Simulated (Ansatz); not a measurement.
The same path of C₂H₆BF (10 atoms, charge 0, multiplicity 1) was run twice with different band settings. The coordinate that changes most is the dihedral H6–C1–C2–B3.

The calculation used Ansatz, RKS PBE0/6-31G*.

Relaxed end points:

```xyz
10
Properties=species:S:1:pos:R:3
C -0.893 0.750 -0.296
C -0.031 -0.174 0.562
B 1.208 -0.820 -0.137
F 1.467 -0.570 -1.416
H -1.293 0.223 -1.168
H -1.741 1.153 0.267
H -0.311 1.597 -0.673
H -0.632 -0.999 0.979
H 0.337 0.349 1.459
H 1.973 -1.560 0.425
```

```xyz
10
Properties=species:S:1:pos:R:3
C -0.683 0.947 -0.293
C 0.169 0.015 0.566
B 0.752 -1.249 -0.145
F 0.494 -1.482 -1.427
H -0.110 1.340 -1.140
H -1.549 0.422 -0.708
H -1.055 1.802 0.281
H -0.396 -0.341 1.442
H 1.018 0.556 1.014
H 1.444 -2.060 0.414
```

Common settings: spring 5.0 eV/Å²; optimiser quadratic models (default); start path IDPP; force threshold 0.05 eV/Å; end points relaxed.

| run | movable images | climbing image | iteration limit |
| --- | --- | --- | --- |
| 1 | 9 | yes | 52 |
| 2 | 6 | no | 60 |

Task: What does each run give, and how far can it be trusted?

Result: Run 1: converged after 5 iterations, highest image 0.088 eV above the first end. A vibrational analysis at the climbing image gives one clearly imaginary mode, 218i cm⁻¹: a first-order saddle point.
Run 2: converged after 5 iterations, highest image 0.084 eV above the first end. No image climbed, so the highest image needn't sit at the top of the path.
